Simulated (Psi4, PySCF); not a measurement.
C₃H₈AlF (SMILES CC[CH2][AlH][F]), singlet, at a GFN2-xTB geometry (such geometries of metal compounds can be far from the true shape), atoms displaced at random by about 0.03 Å a coordinate. Base run: PBE/6-31G, gradient (PySCF).

The PySCF input:
```python
from pyscf import gto, scf, dft

mol = gto.Mole()
mol.atom = '''
    Al   -0.17617746    1.24240458    0.43332820
    F     0.55099826    2.64903260    0.85702619
    H    -1.72119704    1.38161823    0.40979433
    C     0.62413633   -0.44320100   -0.12687281
    C    -0.57682987   -1.38473719   -0.46926142
    C    -0.10341602   -2.76971737   -0.87835198
    H     1.23222874   -0.90635314    0.69818375
    H     1.29962762   -0.31197908   -0.99411372
    H    -1.20180398   -1.51728045    0.35534072
    H    -1.17082137   -0.94793301   -1.25445689
    H     0.56947584   -2.77440989   -1.84532799
    H    -0.89368066   -3.50365579   -1.10028750
    H     0.43556972   -3.28498908   -0.04465664
'''
mol.basis = '6-31g'
mol.verbose = 3
mol.build()

mf = dft.RKS(mol)
mf.xc = 'pbe'
mf.kernel()
g = mf.nuc_grad_method()
grad = g.kernel()
```

Programs used: Psi4, PySCF; a row that names a program was run with it.

The coordinate followed is y of atom 10.

The base run was repeated with changes; each row names its change, and settings that it needs were set with it.

| change | dE/dx (Eh/bohr) | net force (Eh/bohr) |
|---|---|---|
| base | -0.007789 | 0.000317 |
| grids.level = 5; grid_response = on | -0.007794 | 0.000000 |
| grids.level = 0; grid_response = off | -0.008228 | 0.001400 |
| conv_tol = 1e-11 | -0.007789 | 0.000317 |
| grid_response = on | -0.007814 | 0.000000 |
| finite difference step (bohr) = 0.05; conv_tol = 1e-11 | -0.007793 | - |
| conv_tol = 1e-4 | -0.007785 | 0.000318 |
| finite difference step (bohr) = 0.2; conv_tol = 1e-11 | -0.007470 | - |
| code = psi4 | -0.007790 | 0.000308 |
| finite difference step (bohr) = 1e-4; conv_tol = 1e-11 | -0.007814 | - |
| finite difference step (bohr) = 0.01; conv_tol = 1e-11 | -0.007813 | - |
| finite difference step (bohr) = 1e-3; conv_tol = 1e-11 | -0.007814 | - |

The net force is zero for an exact gradient.
